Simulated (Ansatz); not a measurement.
Basis-set series for `[OH][V]([F])(=[S])[Cl]`. Charge 0, multiplicity 1. The structure was optimised at the PBE0-D4/def2-TZVP level. It is one conformer, not always the lowest.

```json
{"functional": "PBE0-D4", "basis": "def2-SVP", "functions": "100", "energy (Eh)": "-1977.03459", "HOMO (eV)": "-8.43", "LUMO (eV)": "-3.76"}
{"functional": "PBE0-D4", "basis": "def2-QZVPP", "functions": "377", "energy (Eh)": "-1977.73555", "HOMO (eV)": "-8.50", "LUMO (eV)": "-3.77"}
{"functional": "ωB97M-V", "basis": "def2-SVP", "functions": "100", "energy (Eh)": "-1977.53570", "HOMO (eV)": "-10.48", "LUMO (eV)": "-1.53"}
{"functional": "ωB97M-V", "basis": "def2-QZVPP", "functions": "377", "energy (Eh)": "-1978.23464", "HOMO (eV)": "-10.61", "LUMO (eV)": "-1.62"}
```

Task: Give the rows for def2-TZVPP. (An estimate is asked.)

Result: Ansatz gave: 
```json
{"functional": "PBE0-D4", "basis": "def2-TZVPP", "functions": "224", "energy (Eh)": "-1977.68194", "HOMO (eV)": "-8.49", "LUMO (eV)": "-3.76"}
{"functional": "ωB97M-V", "basis": "def2-TZVPP", "functions": "224", "energy (Eh)": "-1978.18406", "HOMO (eV)": "-10.59", "LUMO (eV)": "-1.58"}
```

Scalar relativity is left out up to krypton.
